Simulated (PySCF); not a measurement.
Sn(H)(NH2) (H3NSn), SMILES [NH2][SnH] (connectivity only; charge and spin as stated), neutral, multiplicity 1. Heavy atoms are numbered as in [SnH:1][NH2:3]. Hydrogens are named by the atom that carries them.

The structure is a stationary point at B3LYP-D3(BJ)/def2-TZVP. The def2 effective core potentials stand for the cores of Sn; spin–orbit coupling is left out.

Computed with HF/def2-TZVPD (PySCF).

Mulliken values depend strongly on the basis, most of all with diffuse functions as here. ESP charges are fitted to the potential on shells at 1.4 to 2.0 van der Waals radii. Atomic charges (e), one atom of each kind:

```json
[
 {"atom": "Sn1 (SnH)", "ESP fit": "0.24", "Mulliken": "0.45"},
 {"atom": "H on Sn1", "ESP fit": "-0.10", "Mulliken": "-0.11"},
 {"atom": "N3 (NH2)", "ESP fit": "-0.68", "Mulliken": "-0.69"},
 {"atom": "H on N3", "ESP fit": "0.28", "Mulliken": "0.18"}
]
```
